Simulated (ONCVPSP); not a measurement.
Co (Z = 27), ONCV: configuration errors across variants

```
Element                 : cobalt (Co)
Generator               : ONCVPSP 4.0.1
Type                    : optimised norm-conserving Vanderbilt (ONCV)
Functional              : PBE
Relativity              : scalar-relativistic
Frozen core             : [Ne] 3s2
Valence charge          : 15
Reference configuration : 3p6 3d7 4s1 (charge +1)
Partial waves           : 4s: rc 1.65 bohr, ncon 3, nbas 6, qcut 5 1/bohr, 2 projectors, debl 1.4 Ha; 3p: rc 0.90 bohr, ncon 4, nbas 8, qcut 7.7 1/bohr, 1 projector; 3d: rc 0.85 bohr, ncon 3, nbas 8, qcut 12 1/bohr, 1 projector
Local potential         : polynomial inside 0.80 bohr (lpopt 5, dvloc0 6 Ha)
Core correction         : polynomial model core, fcfact 0.3
```

All-electron excitation energies from the reference (eV): (1) 3p6 3d7 4s2 -9.031; (2) 3p6 3d7 4s0 16.786; (3) 3p6 3d6 4s0 52.655; (4) 3p6 3d7 4s0 4p1 5.369.

1 further variants failed, have other tests or too few solved ones, and are left out.

A true bound ghost makes a file unfit for plane-wave use even where its test errors are small: the radial tests pick states by their node count and pass the ghost by.

Errors AE − PS in meV (a dash: test not solved or not reliable):

| change | (1) | (2) | (3) | (4) | bound ghosts | GHOST(+) flags above zero |
| --- | --- | --- | --- | --- | --- | --- |
| base | -4.5 | -17 | +5.3 | -22 | s | none |
| core correction polynomial model core, fcfact 1.02 | -4.5 | -17 | +5.4 | -22 | s | none |
| s: qcut 5.1 | -4.5 | -17 | +5.0 | -22 | s | none |
| d: nbas 6 | -4.5 | -17 | +13 | -22 | s | none |
| s: qcut 6.3; p: qcut 9.8; d: qcut 15.2 | -4.4 | -17 | +20 | -20 | s | none |

Q: Give the same row for: local potential polynomial inside 0.80 bohr (lpopt 5, dvloc0 7.5 Ha).

A: -4.5, -17, +6.4, +17; bound ghosts: s; GHOST(+) flags above zero: none.
